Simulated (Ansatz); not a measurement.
C3H7InO, SMILES `O[C]1([InH2])CC1`. The species carries charge 0 and has multiplicity 1. In: def2 effective core potential. All single points use the PBE0-D4/def2-TZVP geometry. It is one conformer, not always the lowest.

```xyz
12

O     0.269    0.146   -1.786
C     0.090   -0.031   -0.404
In    0.804   -1.942    0.264
C    -1.130    0.579    0.236
C     0.223    1.175    0.488
H    -0.062    1.015   -2.040
H     0.623   -2.238    1.961
H     1.503   -3.094   -0.803
H    -1.797    1.124   -0.426
H    -1.641    0.067    1.044
H     0.451    2.115   -0.007
H     0.666    1.084    1.473
```

**Question.** What is the dipole moment at r2SCAN/def2-TZVPP? (Best estimate.)

**Answer.** Computed: 1.58 D, with components (-0.67, 1.36, 0.43) D in this frame, pointing from negative to positive charge.

**Question.** And with PBE, B3LYP, ωB97M-V? (Estimate.)

**Answer.** Ansatz gave: PBE 1.57 D, B3LYP 1.56 D, ωB97M-V 1.47 D.

**Question.** Give the Mulliken charges with r2SCAN, B3LYP, ωB97M-V in def2-TZVPP. (An estimate is asked.)

**Answer.** Computed: 
| atom | r2SCAN | B3LYP | ωB97M-V |
| --- | --- | --- | --- |
| O1 | -0.36 | -0.34 | -0.32 |
| C2 | 0.01 | 0.03 | -0.08 |
| In3 | 0.54 | 0.54 | 0.46 |
| C4 | -0.13 | -0.20 | -0.19 |
| C5 | -0.13 | -0.20 | -0.19 |
| H6 | 0.18 | 0.16 | 0.15 |
| H7 | -0.15 | -0.16 | -0.10 |
| H8 | -0.14 | -0.14 | -0.09 |
| H9 | 0.04 | 0.07 | 0.08 |
| H10 | 0.05 | 0.08 | 0.09 |
| H11 | 0.04 | 0.07 | 0.08 |
| H12 | 0.05 | 0.08 | 0.09 |

B3LYP here is the variant with VWN-RPA as its local correlation; programs differ in this.
